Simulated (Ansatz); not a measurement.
Ansatz (a first-principles code) input (HF/6-31G*):

Ansatz 0.2 input:
```yaml
crystal:
  periodic: [false, false, false]
  atoms:
    - {symbol: C, position_ang: [0.05372426, -0.05491412, 0.69324212]}
    - {symbol: F, position_ang: [0.55974529, 0.94816274, -0.20218988]}
    - {symbol: F, position_ang: [-0.59556146, -0.91155333, -0.25997153]}
basis:
  gaussian:
    orbitals: 6-31G*
hamiltonian:
  xc: {name: HF}
total_charge: -1
magnetization: {spin_polarized: true, initial_magnetization: 1}
phonons: {temperatures: {t_min: 298.15, t_max: 298.15, t_step: 100}}
```

Output:

```
Functional definition: HF
integrals: 0.00 GiB planned
437 factors; integrals over basis functions are off by at most 1.1e-4 eV
mean field: 0.08 GiB planned
mean field evaluation 1: about -6437.3938 eV, gradient 1.7e1 eV
mean field evaluation 2: about -6437.3970 eV, gradient 1.7e1 eV
mean field evaluation 4: about -6438.7650 eV, gradient 2.1e0 eV
mean field evaluation 8: about -6438.8176 eV, gradient 1.4e-4 eV
mean field -6438.81725146 eV, -236.6221696040 hartree, gradient 5.4e-5 eV, S^2 0.764177; 0 other end points of the search recorded, 0 dependent functions left out
the calculation of the forces begins
reference -6438.81725146 eV, -236.6221696040 hartree; 13, 12 occupied and 32, 33 virtual orbitals, 437 factors
these checks for a lower state are left out or cut short: stability, starts, cluster_reference, orbital_swaps, neighbouring_geometries, increment
integrals: 0.00 GiB planned
437 factors; integrals over basis functions are off by at most 1.1e-4 eV
mean field: 0.08 GiB planned
mean field evaluation 16: about -6438.8172 eV, gradient 2.6e-6 eV
mean field -6438.81719976 eV, -236.6221677042 hartree, gradient 9.6e-7 eV, S^2 0.764182; 0 other end points of the search recorded, 0 dependent functions left out
the calculation of the forces begins
reference -6438.81719976 eV, -236.6221677042 hartree; 13, 12 occupied and 32, 33 virtual orbitals, 437 factors
these checks for a lower state are left out or cut short: stability, starts, cluster_reference, orbital_swaps, neighbouring_geometries, increment
integrals: 0.00 GiB planned
437 factors; integrals over basis functions are off by at most 1.0e-4 eV
mean field: 0.08 GiB planned
mean field -6438.81720039 eV, -236.6221677274 hartree, gradient 9.5e-7 eV, S^2 0.764173; 0 other end points of the search recorded, 0 dependent functions left out
the calculation of the forces begins
reference -6438.81720039 eV, -236.6221677274 hartree; 13, 12 occupied and 32, 33 virtual orbitals, 437 factors
these checks for a lower state are left out or cut short: stability, starts, cluster_reference, orbital_swaps, neighbouring_geometries, increment
integrals: 0.00 GiB planned
437 factors; integrals over basis functions are off by at most 1.0e-4 eV
mean field: 0.08 GiB planned
mean field evaluation 32: about -6438.8172 eV, gradient 2.2e-6 eV
mean field -6438.81719800 eV, -236.6221676393 hartree, gradient 9.2e-7 eV, S^2 0.764197; 0 other end points of the search recorded, 0 dependent functions left out
the calculation of the forces begins
reference -6438.81719800 eV, -236.6221676393 hartree; 13, 12 occupied and 32, 33 virtual orbitals, 437 factors
these checks for a lower state are left out or cut short: stability, starts, cluster_reference, orbital_swaps, neighbouring_geometries, increment
integrals: 0.00 GiB planned
437 factors; integrals over basis functions are off by at most 1.1e-4 eV
mean field: 0.08 GiB planned
mean field -6438.81720081 eV, -236.6221677426 hartree, gradient 9.0e-7 eV, S^2 0.764157; 0 other end points of the search recorded, 0 dependent functions left out
the calculation of the forces begins
reference -6438.81720081 eV, -236.6221677426 hartree; 13, 12 occupied and 32, 33 virtual orbitals, 437 factors
these checks for a lower state are left out or cut short: stability, starts, cluster_reference, orbital_swaps, neighbouring_geometries, increment
integrals: 0.00 GiB planned
437 factors; integrals over basis functions are off by at most 1.1e-4 eV
mean field: 0.08 GiB planned
mean field -6438.81723494 eV, -236.6221689970 hartree, gradient 9.4e-7 eV, S^2 0.764175; 0 other end points of the search recorded, 0 dependent functions left out
the calculation of the forces begins
reference -6438.81723494 eV, -236.6221689970 hartree; 13, 12 occupied and 32, 33 virtual orbitals, 437 factors
these checks for a lower state are left out or cut short: stability, starts, cluster_reference, orbital_swaps, neighbouring_geometries, increment
integrals: 0.00 GiB planned
437 factors; integrals over basis functions are off by at most 1.1e-4 eV
mean field: 0.08 GiB planned
mean field -6438.81723444 eV, -236.6221689787 hartree, gradient 9.3e-7 eV, S^2 0.764180; 0 other end points of the search recorded, 0 dependent functions left out
the calculation of the forces begins
reference -6438.81723444 eV, -236.6221689787 hartree; 13, 12 occupied and 32, 33 virtual orbitals, 437 factors
Total energy: -6438.81725146 eV, -236.6221696040 hartree
Atom 0 at     0.053724    -0.054914     0.693242 Å, force    -0.000024     0.000025    -0.000311 eV/Å
Atom 1 at     0.559745     0.948163    -0.202190 Å, force    -0.000326    -0.000557     0.000139 eV/Å
Atom 2 at    -0.595561    -0.911553    -0.259972 Å, force     0.000351     0.000533     0.000173 eV/Å
Dipole moment:    -0.024363     0.024903    -0.314376 e Å
Vibrations: 524.94 781.74 1006.98 cm⁻¹, zero-point energy 0.143429 eV
```

The blocks after the first are displaced geometries, from whose forces the wavenumbers follow.

The dipole moment of an ion depends on the origin.
